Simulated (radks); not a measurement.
Question: The mean radii <r> (bohr) of the occupied orbitals of an atom or ion are listed with their occupations. All-electron calculation, Dirac Kohn-Sham, RPBE, spin-unpolarised, spherical densities, finite nucleus; Fermi nuclear charge, rms radius of each element as measured or else 0.836 A^(1/3) + 0.57 fm. Program: a radial shooting solver on a logarithmic mesh with Libxc functionals.

| orbital | occ. | <r> |
|---|---|---|
| 1s1/2 | 2 | 0.02274 |
| 2s1/2 | 2 | 0.09649 |
| 2p1/2 | 2 | 0.08073 |
| 2p3/2 | 4 | 0.08736 |
| 3s1/2 | 2 | 0.2545 |
| 3p1/2 | 2 | 0.2442 |
| 3p3/2 | 4 | 0.2569 |
| 3d3/2 | 4 | 0.2286 |
| 3d5/2 | 6 | 0.2326 |
| 4s1/2 | 2 | 0.5791 |
| 4p1/2 | 2 | 0.5932 |
| 4p3/2 | 4 | 0.6221 |
| 4d3/2 | 4 | 0.6647 |
| 4d5/2 | 6 | 0.6750 |
| 5s1/2 | 2 | 1.411 |
| 5p1/2 | 2 | 1.594 |
| 5p3/2 | 4 | 1.690 |
| 6s1/2 | 2 | 4.365 |
| 4f5/2 | 2.57143 | 1.007 |
| 4f7/2 | 3.42857 | 1.030 |

Name the element and its charge. Open shells, if any, are shared by 2j + 1.

Answer: Z = 62, samarium, charge 0: Sm in [Xe] 4f6 6s2. The 1s radius gives Z: for a bare nucleus <r> = (2 gamma + 1)/(2Z) with gamma = sqrt(1 - (Z/c)^2), 0.02245 bohr for Z = 62, and screening makes it slightly larger (0.02274 here). The occupations add up to 62, and the charge is Z minus that.
